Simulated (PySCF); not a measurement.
C2H3FSi. Atoms are numbered in the order given.

```xyz
7

Si     0.4966     0.6199     0.0000
F     -0.8533     1.5200     0.0000
C      0.0362    -1.1473     0.0000
C     -0.2520    -2.3293     0.0000
H      1.2653     0.9378    -1.2303
H      1.2653     0.9378     1.2303
H     -0.5088    -3.3744     0.0000
```
Charge 0, spin multiplicity 1.

Geometry: PBE0-D3(BJ)/def2-SVP.

Method: PBE0-D3(BJ)/def2-SVP (PySCF).

Frequencies are harmonic and unscaled.

| mode | ν (cm⁻¹) | IR (km/mol) | Raman (Å⁴/amu) | depolarisation | moving atoms (share of kinetic energy) |
|---|---|---|---|---|---|
| 1 | 151 | 3.1 | 8.0 | 0.75 | C 40 %, F 35 %, H 14 %, Si 10 % |
| 2 | 225 | 6.7 | 10.7 | 0.75 | C 70 %, H 29 % |
| 3 | 363 | 28.4 | 2.5 | 0.69 | C 64 %, F 20 %, Si 9 % |
| 4 | 647 | 62.1 | 4.6 | 0.20 | C 51 %, Si 39 % |
| 5 | 663 | 111.6 | 0.8 | 0.75 | H 66 %, Si 19 %, C 12 % |
| 6 | 739 | 0.0 | 15.5 | 0.75 | H 93 % |
| 7 | 746 | 36.4 | 1.6 | 0.75 | H 76 %, C 23 % |
| 8 | 767 | 24.8 | 1.7 | 0.75 | H 75 %, C 25 % |
| 9 | 876 | 22.4 | 7.6 | 0.64 | F 46 %, H 38 %, Si 16 % |
| 10 | 937 | 306.8 | 15.5 | 0.67 | H 74 %, Si 18 % |
| 11 | 965 | 183.2 | 11.4 | 0.69 | H 73 %, Si 20 % |
| 12 | 2172 | 62.9 | 118.8 | 0.25 | C 90 %, H 10 % |
| 13 | 2281 | 75.1 | 207.7 | 0.07 | H 98 % |
| 14 | 2283 | 120.1 | 80.8 | 0.75 | H 95 % |
| 15 | 3472 | 50.1 | 40.5 | 0.24 | H 86 %, C 14 % |
